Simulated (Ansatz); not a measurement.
Ansatz (an electronic-structure program) input (B3LYP-D3(BJ)/def2-TZVP):

Ansatz 0.2 input:
```yaml
crystal:
  periodic: [false, false, false]
  atoms:
    - {symbol: C, position_ang: [1.89969457, -0.72074443, -0.20117920]}
    - {symbol: C, position_ang: [0.82485348, -0.00525927, -0.28743652]}
    - {symbol: C, position_ang: [0.82906498, 1.49720426, -0.20038716]}
    - {symbol: C, position_ang: [-0.55965817, -0.62988085, -0.48409207]}
    - {symbol: C, position_ang: [-1.40174479, -0.53959383, 0.78377903]}
    - {symbol: H, position_ang: [2.17970949, -1.74753671, -0.22926046]}
    - {symbol: H, position_ang: [0.34050704, 1.92485855, -1.07489121]}
    - {symbol: H, position_ang: [1.84691373, 1.87225716, -0.14487035]}
    - {symbol: H, position_ang: [0.28910368, 1.82646191, 0.68590486]}
    - {symbol: H, position_ang: [-1.05909916, -0.10608291, -1.30228252]}
    - {symbol: H, position_ang: [-0.44154872, -1.67702586, -0.76742826]}
    - {symbol: H, position_ang: [-1.60712522, 0.49532547, 1.04543527]}
    - {symbol: H, position_ang: [-0.88390706, -1.01125525, 1.61613697]}
    - {symbol: H, position_ang: [-2.35239390, -1.04883779, 0.63644161]}
basis:
  gaussian:
    orbitals: def2-TZVP
hamiltonian:
  xc: b3lyp
  dispersion: d3bj
magnetization: {spin_polarized: true, initial_magnetization: 1}
relax: {f_tol: 0.002, max_steps: 150}
```

Output:

```
Functional definition: B3LYP
integrals: 0.12 GiB planned
1296 factors; their error is unknown
0.31 GiB of the device are held for the grids
1.05 GiB of device memory are held for the factors and their scratch space
mean field: 1.24 GiB planned
mean field evaluation 1: about -5318.1553 eV, gradient 5.3e1 eV
mean field evaluation 2: about -5307.1505 eV, gradient 6.9e1 eV
mean field evaluation 4: about -5331.3777 eV, gradient 5.4e0 eV
mean field evaluation 8: about -5331.5129 eV, gradient 1.2e-1 eV
mean field evaluation 16: about -5331.4871 eV, gradient 1.0e-3 eV
mean field -5331.48709516 eV, -195.9285369354 hartree, gradient 5.6e-5 eV, S^2 0.758319; 0 other end points of the search recorded, 0 dependent functions left out
the calculation of the forces begins
reference -5331.48739165 eV, -195.9285478311 hartree; 20, 19 occupied and 189, 190 virtual orbitals, 1296 factors
relax step   1: F+E_penalty+E_count = -5331.96378815 eV  Δ(F+E_penalty+E_count) = +0.000e0 eV  max|allowed force component| = 9.274e-1 eV/Å  Δτ_max = 0.0000 Å  (36 SCF iters, accepted)
these checks for a lower state are left out or cut short: starts, cluster_reference, orbital_swaps, neighbouring_geometries, increment
integrals: 0.12 GiB planned
1296 factors; their error is unknown
0.31 GiB of the device are held for the grids
1.05 GiB of device memory are held for the factors and their scratch space
mean field: 1.24 GiB planned
mean field -5331.51085825 eV, -195.9294102127 hartree, gradient 2.0e-5 eV, S^2 0.758703; 0 other end points of the search recorded, 0 dependent functions left out
the calculation of the forces begins
reference -5331.51115549 eV, -195.9294211363 hartree; 20, 19 occupied and 189, 190 virtual orbitals, 1296 factors
relax step   2: F+E_penalty+E_count = -5331.98409718 eV  Δ(F+E_penalty+E_count) = -2.031e-2 eV  max|allowed force component| = 3.793e-1 eV/Å  Δτ_max = 0.0345 Å  (40 SCF iters, accepted)
these checks for a lower state are left out or cut short: starts, cluster_reference, orbital_swaps, neighbouring_geometries, increment
integrals: 0.12 GiB planned
1296 factors; their error is unknown
0.31 GiB of the device are held for the grids
1.05 GiB of device memory are held for the factors and their scratch space
mean field: 1.24 GiB planned
mean field evaluation 32: about -5331.5146 eV, gradient 4.1e-1 eV
mean field -5331.51507523 eV, -195.9295651841 hartree, gradient 2.0e-5 eV, S^2 0.758915; 0 other end points of the search recorded, 0 dependent functions left out
the calculation of the forces begins
reference -5331.51537293 eV, -195.9295761242 hartree; 20, 19 occupied and 189, 190 virtual orbitals, 1296 factors
relax step   3: F+E_penalty+E_count = -5331.98715480 eV  Δ(F+E_penalty+E_count) = -3.058e-3 eV  max|allowed force component| = 7.537e-2 eV/Å  Δτ_max = 0.0305 Å  (38 SCF iters, accepted)
these checks for a lower state are left out or cut short: starts, cluster_reference, orbital_swaps, neighbouring_geometries, increment
integrals: 0.12 GiB planned
1296 factors; their error is unknown
0.32 GiB of the device are held for the grids
1.05 GiB of device memory are held for the factors and their scratch space
mean field: 1.24 GiB planned
mean field -5331.51568454 eV, -195.9295875758 hartree, gradient 2.2e-5 eV, S^2 0.758909; 0 other end points of the search recorded, 0 dependent functions left out
the calculation of the forces begins
reference -5331.51598191 eV, -195.9295985039 hartree; 20, 19 occupied and 189, 190 virtual orbitals, 1296 factors
relax step   4: F+E_penalty+E_count = -5331.98822144 eV  Δ(F+E_penalty+E_count) = -1.067e-3 eV  max|allowed force component| = 4.544e-2 eV/Å  Δτ_max = 0.0136 Å  (37 SCF iters, accepted)
these checks for a lower state are left out or cut short: starts, cluster_reference, orbital_swaps, neighbouring_geometries, increment
integrals: 0.12 GiB planned
1296 factors; their error is unknown
[...]
1.05 GiB of device memory are held for the factors and their scratch space
mean field: 1.24 GiB planned
mean field evaluation 64: about -5331.5161 eV, gradient 2.3e-5 eV
mean field -5331.51614390 eV, -195.9296044570 hartree, gradient 2.3e-5 eV, S^2 0.758873; 0 other end points of the search recorded, 0 dependent functions left out
the calculation of the forces begins
reference -5331.51644047 eV, -195.9296153558 hartree; 20, 19 occupied and 189, 190 virtual orbitals, 1296 factors
relax step   7: F+E_penalty+E_count = -5331.98913326 eV  Δ(F+E_penalty+E_count) = -1.197e-4 eV  max|allowed force component| = 1.112e-2 eV/Å  Δτ_max = 0.0138 Å  (38 SCF iters, accepted)
these checks for a lower state are left out or cut short: starts, cluster_reference, orbital_swaps, neighbouring_geometries, increment
integrals: 0.12 GiB planned
1296 factors; their error is unknown
0.31 GiB of the device are held for the grids
1.05 GiB of device memory are held for the factors and their scratch space
mean field: 1.24 GiB planned
mean field -5331.51620837 eV, -195.9296068262 hartree, gradient 2.2e-5 eV, S^2 0.758871; 0 other end points of the search recorded, 0 dependent functions left out
the calculation of the forces begins
reference -5331.51650482 eV, -195.9296177205 hartree; 20, 19 occupied and 189, 190 virtual orbitals, 1296 factors
relax step   8: F+E_penalty+E_count = -5331.98922100 eV  Δ(F+E_penalty+E_count) = -8.774e-5 eV  max|allowed force component| = 9.577e-3 eV/Å  Δτ_max = 0.0171 Å  (37 SCF iters, accepted)
these checks for a lower state are left out or cut short: starts, cluster_reference, orbital_swaps, neighbouring_geometries, increment
integrals: 0.12 GiB planned
1296 factors; their error is unknown
0.32 GiB of the device are held for the grids
1.05 GiB of device memory are held for the factors and their scratch space
mean field: 1.24 GiB planned
mean field -5331.51619403 eV, -195.9296062991 hartree, gradient 2.1e-5 eV, S^2 0.758867; 0 other end points of the search recorded, 0 dependent functions left out
the calculation of the forces begins
reference -5331.51649043 eV, -195.9296171915 hartree; 20, 19 occupied and 189, 190 virtual orbitals, 1296 factors
relax step   9: F+E_penalty+E_count = -5331.98928280 eV  Δ(F+E_penalty+E_count) = -6.180e-5 eV  max|allowed force component| = 1.058e-2 eV/Å  Δτ_max = 0.0172 Å  (38 SCF iters, accepted)
these checks for a lower state are left out or cut short: starts, cluster_reference, orbital_swaps, neighbouring_geometries, increment
integrals: 0.12 GiB planned
1296 factors; their error is unknown
0.32 GiB of the device are held for the grids
1.05 GiB of device memory are held for the factors and their scratch space
mean field: 1.24 GiB planned
mean field -5331.51613196 eV, -195.9296040180 hartree, gradient 2.2e-5 eV, S^2 0.758866; 0 other end points of the search recorded, 0 dependent functions left out
the calculation of the forces begins
reference -5331.51642839 eV, -195.9296149116 hartree; 20, 19 occupied and 189, 190 virtual orbitals, 1296 factors
relax step  10: F+E_penalty+E_count = -5331.98931010 eV  Δ(F+E_penalty+E_count) = -2.730e-5 eV  max|allowed force component| = 5.470e-3 eV/Å  Δτ_max = 0.0127 Å  (37 SCF iters, accepted)
these checks for a lower state are left out or cut short: starts, cluster_reference, orbital_swaps, neighbouring_geometries, increment
integrals: 0.12 GiB planned
1296 factors; their error is unknown
0.32 GiB of the device are held for the grids
1.05 GiB of device memory are held for the factors and their scratch space
mean field: 1.24 GiB planned
mean field -5331.51610556 eV, -195.9296030479 hartree, gradient 2.2e-5 eV, S^2 0.758865; 0 other end points of the search recorded, 0 dependent functions left out
the calculation of the forces begins
reference -5331.51640216 eV, -195.9296139479 hartree; 20, 19 occupied and 189, 190 virtual orbitals, 1296 factors
relax step  11: F+E_penalty+E_count = -5331.98927777 eV  Δ(F+E_penalty+E_count) = +3.233e-5 eV  max|allowed force component| = 2.524e-2 eV/Å  Δτ_max = 0.0112 Å  (38 SCF iters, rejected (line search))
these checks for a lower state are left out or cut short: starts, cluster_reference, orbital_swaps, neighbouring_geometries, increment
integrals: 0.12 GiB planned
1296 factors; their error is unknown
0.31 GiB of the device are held for the grids
1.05 GiB of device memory are held for the factors and their scratch space
mean field: 1.24 GiB planned
mean field evaluation 96: about -5331.5161 eV, gradient 4.0e-4 eV
mean field -5331.51611871 eV, -195.9296035312 hartree, gradient 2.3e-5 eV, S^2 0.758866; 0 other end points of the search recorded, 0 dependent functions left out
the calculation of the forces begins
reference -5331.51641521 eV, -195.9296144273 hartree; 20, 19 occupied and 189, 190 virtual orbitals, 1296 factors
relax step  12: F+E_penalty+E_count = -5331.98931646 eV  Δ(F+E_penalty+E_count) = -6.364e-6 eV  max|allowed force component| = 3.556e-3 eV/Å  Δτ_max = 0.0043 Å  (38 SCF iters, accepted)
these checks for a lower state are left out or cut short: starts, cluster_reference, orbital_swaps, neighbouring_geometries, increment
integrals: 0.12 GiB planned
1296 factors; their error is unknown
0.31 GiB of the device are held for the grids
1.05 GiB of device memory are held for the factors and their scratch space
mean field: 1.24 GiB planned
mean field -5331.51612022 eV, -195.9296035865 hartree, gradient 2.3e-5 eV, S^2 0.758865; 0 other end points of the search recorded, 0 dependent functions left out
the calculation of the forces begins
reference -5331.51641676 eV, -195.9296144842 hartree; 20, 19 occupied and 189, 190 virtual orbitals, 1296 factors
relax step  13: F+E_penalty+E_count = -5331.98931409 eV  Δ(F+E_penalty+E_count) = +2.377e-6 eV  max|allowed force component| = 6.080e-3 eV/Å  Δτ_max = 0.0021 Å  (39 SCF iters, rejected (line search))
these checks for a lower state are left out or cut short: starts, cluster_reference, orbital_swaps, neighbouring_geometries, increment
integrals: 0.12 GiB planned
1296 factors; their error is unknown
0.32 GiB of the device are held for the grids
1.05 GiB of device memory are held for the factors and their scratch space
mean field: 1.24 GiB planned
mean field -5331.51611515 eV, -195.9296034004 hartree, gradient 2.3e-5 eV, S^2 0.758862; 0 other end points of the search recorded, 0 dependent functions left out
the calculation of the forces begins
reference -5331.51641165 eV, -195.9296142966 hartree; 20, 19 occupied and 189, 190 virtual orbitals, 1296 factors
relax step  14: F+E_penalty+E_count = -5331.98931827 eV  Δ(F+E_penalty+E_count) = -1.812e-6 eV  max|allowed force component| = 3.756e-3 eV/Å  Δτ_max = 0.0006 Å  (39 SCF iters, accepted)
these checks for a lower state are left out or cut short: starts, cluster_reference, orbital_swaps, neighbouring_geometries, increment
integrals: 0.12 GiB planned
1296 factors; their error is unknown
0.31 GiB of the device are held for the grids
1.05 GiB of device memory are held for the factors and their scratch space
mean field: 1.24 GiB planned
mean field -5331.51612372 eV, -195.9296037154 hartree, gradient 2.3e-5 eV, S^2 0.758865; 0 other end points of the search recorded, 0 dependent functions left out
the calculation of the forces begins
reference -5331.51642023 eV, -195.9296146118 hartree; 20, 19 occupied and 189, 190 virtual orbitals, 1296 factors
relax step  15: F+E_penalty+E_count = -5331.98931848 eV  Δ(F+E_penalty+E_count) = -2.038e-7 eV  max|allowed force component| = 8.480e-4 eV/Å  Δτ_max = 0.0002 Å  (38 SCF iters, accepted)
integrals: 0.12 GiB planned
1296 factors; their error is unknown
0.31 GiB of the device are held for the grids
1.05 GiB of device memory are held for the factors and their scratch space
mean field: 1.24 GiB planned
mean field evaluation 128: about -5318.3335 eV, gradient 5.2e1 eV
mean field -5331.51612372 eV, -195.9296037154 hartree, gradient 2.3e-5 eV, S^2 0.758865; 1 other end points of the search recorded, 0 dependent functions left out
the calculation of the forces begins
reference -5331.51642023 eV, -195.9296146118 hartree; 20, 19 occupied and 189, 190 virtual orbitals, 1296 factors
Total energy: -5331.98961498 eV, -195.9470041983 hartree
Atom 0 at     1.927440    -0.714191    -0.281934 Å, force     0.000649    -0.000264     0.000049 eV/Å
Atom 1 at     0.828187    -0.003706    -0.297849 Å, force    -0.000848     0.000353    -0.000076 eV/Å
Atom 2 at     0.835919     1.498577    -0.165494 Å, force     0.000192     0.000007     0.000004 eV/Å
Atom 3 at    -0.532256    -0.667105    -0.455631 Å, force     0.000083    -0.000123     0.000037 eV/Å
Atom 4 at    -1.430261    -0.510217     0.774372 Å, force     0.000068     0.000068    -0.000043 eV/Å
Atom 5 at     2.198454    -1.755805    -0.360425 Å, force    -0.000067     0.000018    -0.000027 eV/Å
Atom 6 at     0.319460     1.957613    -1.013599 Å, force    -0.000025    -0.000051     0.000037 eV/Å
Atom 7 at     1.852091     1.885691    -0.124941 Å, force    -0.000047    -0.000066     0.000005 eV/Å
Atom 8 at     0.312142     1.814842     0.739679 Å, force    -0.000021     0.000060    -0.000010 eV/Å
Atom 9 at    -1.028467    -0.225999    -1.327400 Å, force     0.000006     0.000052     0.000010 eV/Å
Atom 10 at    -0.393782    -1.727113    -0.674069 Å, force     0.000022    -0.000022    -0.000012 eV/Å
Atom 11 at    -1.650469     0.537423     0.983138 Å, force     0.000017     0.000008    -0.000002 eV/Å
Atom 12 at    -0.952668    -0.936625     1.658340 Å, force    -0.000036    -0.000028     0.000046 eV/Å
Atom 13 at    -2.381418    -1.023495     0.621681 Å, force     0.000007    -0.000013    -0.000018 eV/Å
Dipole moment:    -0.233556    -0.015214    -0.010992 e Å
```

It need not be the lowest isomer of its formula.
